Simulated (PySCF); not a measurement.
Compound: C5H6FNS.
Geometry (GFN2-xTB, Å), atoms numbered from 1 in this order:
```
atom  x, y, z in Å
C1    -1.613    0.366    0.659
C2    -0.896    0.085   -0.605
S3    -1.633   -0.423   -1.957
C4     0.614    0.227   -0.599
C5     1.056    1.304    0.260
N6     1.399    2.159    0.935
C7     1.266   -1.103   -0.167
F8     0.894   -1.443    1.103
H9    -1.473    1.410    0.946
H10   -1.197   -0.240    1.467
H11   -2.674    0.158    0.554
H12    0.961    0.431   -1.619
H13    0.938   -1.912   -0.828
H14    2.357   -1.019   -0.171
```

Level of theory: B3LYP/def2-SVPD in PySCF (dipole) on a GFN2-xTB geometry, gas phase.

Masses are those of the commonest isotopes; rigid-rotor values at the optimised geometry. The values belong to one conformer with, in the numbering `[CH3:1][C:2](=[S:3])[C@@H:4]([C:5]#[N:6])[CH2:7][F:8]`, C1–C2–C4–C5 -35°, C2–C4–C7–F8 -62°.

(1) What are A, B and C (MHz)?

(2) What kind of rotor is it?

(3) What does the inertial defect say?

(4) Where do the levels up to J = 5 lie, in cm⁻¹?

(5) Predict some low-J microwave lines.

(6) Estimate the classical rotational partition function at 10 K, 25 K and 100 K.

## Answers

(1) Ia = 219.99, Ib = 403.12, Ic = 474.69 u·Å²; 505379 MHz·u·Å²/I gives A = 2297, B = 1254, C = 1065 MHz.

(2) An asymmetric top. Ray's parameter κ = (2B − A − C)/(A − C) = -0.693; −1 is the prolate and +1 the oblate limit.

(3) Not planar: Δ = Ic − Ia − Ib = -148.42 u·Å². For a rigid frame Δ = −2 Σ m c², so Σ m c² = 74.21 u·Å² lies off the ab plane: 17.22 from hydrogen and 56.98 from heavier atoms. The atom farthest from that plane is 2.18 Å away.

(4) Above 0(0,0):
J = 1: 1(0,1) 0.0773, 1(1,1) 0.1121, 1(1,0) 0.1184
J = 2: 2(0,2) 0.2312, 2(1,2) 0.2605, 2(1,1) 0.2794, 2(2,1) 0.3838, 2(2,0) 0.3846
J = 3: 3(0,3) 0.4602, 3(1,3) 0.4826, 3(1,2) 0.5203, 3(2,2) 0.6158, 3(2,1) 0.6197, 3(3,1) 0.8061, 3(3,0) 0.8062
J = 4: 4(0,4) 0.7623, 4(1,4) 0.7779, 4(1,3) 0.8405, 4(2,3) 0.9246, 4(2,2) 0.9356, 4(3,2) 1.1168, 4(3,1) 1.1173, 4(4,1) 1.3813, 4(4,0) 1.3813
J = 5: 5(0,5) 1.1360, 5(1,5) 1.1459, 5(1,4) 1.2388, 5(2,4) 1.3095, 5(2,3) 1.3334, 5(3,3) 1.5056, 5(3,2) 1.5073, 5(4,2) 1.7697, 5(4,1) 1.7698, 5(5,1) 2.1098, 5(5,0) 2.1098
Those of J = 1 are B + C, A + C and A + B.

(5) The dipole components are |μa| = 1.07 D, |μb| = 1.63 D, |μc| = 0.87 D. The squared components, which scale the intensities, stand as 0.43 : 1.00 : 0.29 (a : b : c). Some lines, for components of 0.1 D or more:

```csv
type,branch,"J(Ka,Kc)",MHz,lower level (cm⁻¹)
a,Q,"2(1,1) ← 2(1,2)",567,0.260
c,Q,"2(1,2) ← 2(0,2)",878,0.231
c,Q,"1(1,1) ← 1(0,1)",1044,0.077
b,Q,"1(1,0) ← 1(0,1)",1233,0.077
b,Q,"2(1,1) ← 2(0,2)",1445,0.231
a,R,"1(0,1) ← 0(0,0)",2318,0.000
c,Q,"2(2,1) ← 2(1,1)",3131,0.279
b,Q,"2(2,0) ← 2(1,1)",3154,0.279
b,R,"1(1,1) ← 0(0,0)",3362,0.000
c,R,"1(1,0) ← 0(0,0)",3551,0.000
b,R,"2(0,2) ← 1(1,1)",3570,0.112
b,Q,"2(2,1) ← 2(1,2)",3698,0.260
a,R,"2(1,2) ← 1(1,1)",4448,0.112
a,R,"2(0,2) ← 1(0,1)",4613,0.077
a,R,"2(1,1) ← 1(1,0)",4826,0.118
b,R,"2(1,2) ← 1(0,1)",5491,0.077
c,R,"2(1,1) ← 1(0,1)",6058,0.077
b,R,"2(2,1) ← 1(1,0)",7957,0.118
c,R,"2(2,0) ← 1(1,0)",7980,0.118
c,R,"2(2,1) ← 1(1,1)",8146,0.112
b,R,"2(2,0) ← 1(1,1)",8169,0.112
```

(6) Point group C1, symmetry number σ = 1; q = (√π/σ)·√((kT/h)³/(ABC)), k/h = 20836.6 MHz/K: 3040 at 10 K, 12000 at 25 K, 96300 at 100 K.

No GFN2-xTB frequencies stand behind this structure, so it isn't proved a minimum. No vibrational averaging or centrifugal distortion is included, and the geometry carries the error of its method. A rigid rotor knows nothing of internal rotation, which can split or shift real lines. Quadrupole hyperfine structure (14N) is left out.
